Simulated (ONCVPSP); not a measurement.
# Before and after: ONCV potential for palladium (Pd)

ONCVPSP 4.0.1 input, shortened (lines: element, Z, core and valence counts, functional; n l f; lmax; l rc ep ncon nbas qcut; lloc lpopt rc5 dvloc0; l nproj debl; icmod fcfact rcfact), PW91, scalar-relativistic:

```
  Pd 46.00    6    3  -109134      upf
    1    0    2.00
    2    0    2.00
    2    1    6.00
    3    0    2.00
    3    1    6.00
    3    2   10.00
    4    0    2.00
    4    1    6.00
    4    2   10.00
    2
    0    1.10    0.00    3    6    7.10
    1    1.45    0.00    3    6   10.60
    2    1.40    0.00    3    6    7.60
    4    5    0.90    0.00
    0    2    1.10
    1    2    3.80
    2    2    2.30
    3    1.75    1.50
```

In the s channel the program set the typed energies aside and used -3.139, 0.250 Ha.

Change: all radii but the core radius scaled by about 1.06 (s 1.16, p 1.54, d 1.48 bohr); local potential polynomial inside 0.96 bohr (lpopt 5, dvloc0 0 Ha).

Cutoffs: the cutoffs (Ha) at which the residual kinetic energy of the hardest occupied pseudo-wave falls to 1 and 0.1 mHa per electron; they do not see the model core or the augmentation charge, which bear on the density cutoff. Errors are all-electron minus pseudo energies relative to the spin-unpolarised reference configuration.

**Question.** What does the change do?

**Answer.** Of the 3 tests that both files solve, the error grows in 3 and shrinks in 0 by more than 15 % and 0.3 meV (median size 1.4 → 2.9 meV); neither file shows a bound ghost. More of the atom is replaced by a form fitted at one configuration, so other configurations suffer.

| quantity | base | changed |
| --- | --- | --- |
| cutoffs, loose and tight | not determined | 43 Ha, 101 Ha |
| bound ghosts | none | none |
| GHOST(+) flags under 300 eV | s at 195.0 eV | s at 209.3 eV |
| tests with a reliable result | 3 of 4 | 3 of 4 |
| error for 4s2 4p6 4d9, meV [ΔE 9.19 eV] | -1.4 | -2.9 |
| error for 4s2 4p6 4d8, meV [ΔE 30.08 eV] | -4.8 | -8.0 |
| error for 4s2 4p6 4d9 5s1, meV [ΔE 1.50 eV] | -0.2 | -1.4 |
| rms error of d²Exc/dni dnj with the model core, mHa | 0.30 | 0.32 |
